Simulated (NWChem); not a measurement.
# BeH₂S₂; SMILES [SH][Be][SH]

```xyz
5

Be     0.0000     0.0000     0.0555
S     -0.0970    -1.8969     0.0717
H      0.8499    -1.9964    -0.8792
S      0.0970     1.8969     0.0717
H     -0.8499     1.9964    -0.8792
```
Atoms are numbered in this order, from 1.

Results from NWChem. Coordinates come from a PBE0-D3(BJ)/def2-TZVP optimisation. B3LYP is NWChem's, with the RPA form of VWN correlation. Vzz is the largest principal value of the second derivative of the potential at the nucleus (NWChem prints the opposite sign); η is the asymmetry. Non-relativistic.

Task: Predict the results for B3LYP/cc-pVTZ. Quantities: Vzz Be1 (a.u.); η Be1; Vzz S4 (a.u.); η S4.

Result: 
```yaml
Vzz Be1 (a.u.): -0.198
"η Be1": 0.00
Vzz S4 (a.u.): 1.736
"η S4": 0.47
```
